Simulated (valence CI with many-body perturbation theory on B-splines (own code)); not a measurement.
## Eu⁵⁶⁺: fill in the table

Method: valence CI with perturbative core correlation (CI+MBPT): five valence electrons over a frozen Dirac-Fock core [He], a basis of 9 s, 9 p, 8 d, 6 f, 3 g, 1 h functions for each j, with the one-electron correlation potential Σ1 (screened to all orders), the two-electron term Σ2, the three-electron term Σ3, Breit, model QED; selected single and double excitations, second order for the rest (own B-spline code, finite nucleus).

No measured spectrum was set against this ion. As an estimate, large intervals hold to a few tenths of a per cent, small ones and those within an open d or f shell to about a per cent. Among the levels kept, up to 1200 cm⁻¹ of a level comes from second order outside the variational space, and about a tenth of that is noise between levels of different J, which matters for small intervals.

| Level | E (× 10³ cm⁻¹) |
| --- | --- |
| (2s^2 2p1/2^2 2p3/2) J=3/2 | 0.00 |
| (2s^2 2p1/2 2p3/2^2) J=3/2 | ? |
| (2s^2 2p1/2 2p3/2^2) J=5/2 | 5480.8 |
| (2s^2 2p1/2 2p3/2^2) J=1/2 | ? |
| (2s 2p1/2^2 2p3/2^2) J=5/2 | 7491.5 |
| (2s 2p1/2^2 2p3/2^2) J=1/2 | 8177.1 |
| (2s 2p1/2^2 2p3/2^2) J=3/2 | 8188.9 |
| (2s^2 2p3/2^3) J=3/2 | 11120 |
| (2s 2p1/2 2p3/2^3) J=3/2 [a] | 12979 |
| (2s 2p1/2 2p3/2^3) J=5/2 | 13279 |
| (2s 2p1/2 2p3/2^3) J=1/2 | 13671 |
| (2s 2p1/2 2p3/2^3) J=3/2 [b] | ? |
| (2p1/2^2 2p3/2^3) J=3/2 | ? |
| (2s 2p3/2^4) J=1/2 | 19111 |
| (2p1/2 2p3/2^4) J=1/2 | 21672 |
| (2s^2 2p1/2^2 3s) J=1/2 | ? |
| (2s^2 2p1/2^2 3p1/2) J=1/2 | 51715 |
| (2s^2 2p1/2^2 3p3/2) J=3/2 | 53398 |
| (2s^2 2p1/2^2 3d3/2) J=3/2 | ? |
| (2s^2 2p1/2^2 3d5/2) J=5/2 | 54519 |

Levels are named by their leading jj configuration (3d3/2^4 stands for four electrons in 3d with j = 3/2), which in mixed levels can hold well under half, so a name can repeat and another be missing. Letters in brackets count levels of one name in rising energy.

(1) The levels stand in rising order. What does the calculation give for the missing energies?

Results:

(1) (2s^2 2p1/2 2p3/2^2) J=3/2 5303.4; (2s^2 2p1/2 2p3/2^2) J=1/2 5804.7; (2s 2p1/2 2p3/2^3) J=3/2 [b] 13751; (2p1/2^2 2p3/2^3) J=3/2 16167; (2s^2 2p1/2^2 3s) J=1/2 51052; (2s^2 2p1/2^2 3d3/2) J=3/2 54008.
